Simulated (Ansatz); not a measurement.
Cd₄S₅. Charge 0, multiplicity 1. Geometry PBE-D4/def2-SVP, basis def2-TZVP, Ansatz.

Cartesian coordinates in Å:
```
Cd 0.4390 -2.1846 -1.3075
Cd -1.8552 -0.6580 -1.6618
Cd 0.9561 0.8915 0.3719
Cd 2.2282 1.3383 3.0040
S -1.2729 1.2160 1.5508
S 1.2684 0.5898 -2.0772
S 0.3716 -1.7239 1.4322
S -0.5980 1.3889 -2.5909
S -1.5371 -0.8582 1.2785
```

```
run  HOMO (eV)  LUMO (eV)
  A      -4.97      -3.64
  B      -5.14      -3.62
  C      -4.88      -3.53
  D      -5.83      -3.05
```

In the def2 sets Cd takes a core potential; there is no spin–orbit coupling. Another isomer (singlet) lies 2.65 eV lower at PBE0-D4/def2-TZVP; other spin states weren't run for this one.

The runs used PBE, PBE0, r2SCAN, revPBE. Estimate which is which.

A PBE (0 % exact exchange); B r2SCAN (0 % exact exchange); C revPBE (0 % exact exchange); D PBE0 (25 % exact exchange). Exact exchange lowers occupied and raises empty levels; among semilocal functionals meta-GGAs tend to open the gap a little, and such runs are hard to tell apart. The gap grows from 1.33 eV (PBE) to 2.77 eV (PBE0). The restricted singlet is unstable towards broken spin symmetry in Hartree–Fock (as tested in another run); at PBE-D4/def2-TZVP, r2SCAN-D4/def2-TZVP, revPBE-D4/def2-TZVP, PBE0-D4/def2-TZVP this wasn't settled.
